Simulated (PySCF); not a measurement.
**Electron correlation in Sm⁴⁹⁺ (samarium, charge +49)**

[Ne] 3s2 3p1, 2P determinant. All numbers are calculated (PySCF 2.14, scalar relativity by spin-free X2C-1e, in an uncontracted even-tempered set (18 s from 10 bohr⁻², ratio 2.5; 12 p from 14 bohr⁻², ratio 2.5; 4 d from 54 bohr⁻², ratio 2.7; 4 f from 80 bohr⁻², ratio 2.7)). Frozen: 1s2; 11 electrons correlated; the 21 highest virtual orbitals of each spin left out.

```json
{"level": "CCSD", "correlation energy (mhartree)": "-512.39"}
{"level": "(T)", "correlation energy (mhartree)": "-0.70"}
{"level": "CCSD(T)", "correlation energy (mhartree)": "-513.09"}
```

Diagnostics: T1 = 0.00048, D1 = 0.0021, largest double amplitude 0.044.

Spin-orbit coupling, absent here, splits the open shell strongly.

Cost of the coupled-cluster step: about 30 core-seconds, for 11 correlated electrons.

Iterations:

```
CC2 = 0
CCSD nocc = (np.int64(6), np.int64(5)), nmo = (80, 80)
frozen orbitals [[0, 81, 82, 83, 84, 85, 86, 87, 88, 89, 90, 91, 92, 93, 94, 95, 96, 97, 98, 99, 100, 101], [0, 81, 82, 83, 84, 85, 86, 87, 88, 89, 90, 91, 92, 93, 94, 95, 96, 97, 98, 99, 100, 101]]
max_cycle = 100
direct = 0
conv_tol = 1e-08
conv_tol_normt = 1e-06
diis_space = 8
diis_start_cycle = 0
Init t2, MP2 energy = -0.491852551128097
Init E_corr(UCCSD) = -0.491852551128496
cycle = 1  E_corr(UCCSD) = -0.507962132667629  dE = -0.0161095815  norm(t1,t2) = 0.0112473
cycle = 2  E_corr(UCCSD) = -0.511390032622582  dE = -0.00342789995  norm(t1,t2) = 0.00261214
cycle = 3  E_corr(UCCSD) = -0.512395779846838  dE = -0.00100574722  norm(t1,t2) = 0.000625152
cycle = 4  E_corr(UCCSD) = -0.512391512921372  dE = 4.26692547e-06  norm(t1,t2) = 1.55446e-05
cycle = 5  E_corr(UCCSD) = -0.512391522790209  dE = -9.86883697e-09  norm(t1,t2) = 4.45452e-07
UCCSD converged
E(UCCSD) = -7997.17566207212  E_corr = -0.5123915227902086
UCCSD(T) correction = -0.000704309027858065
```

At this charge the one-electron X2C treatment keeps the bare 1/r₁₂, with no two-electron picture change or Breit term. The effect here is smaller than on the frozen 1s shell; and a scalar Hamiltonian misses the large spin-orbit splitting of the p shells, which matters for ns² → np² pairs.
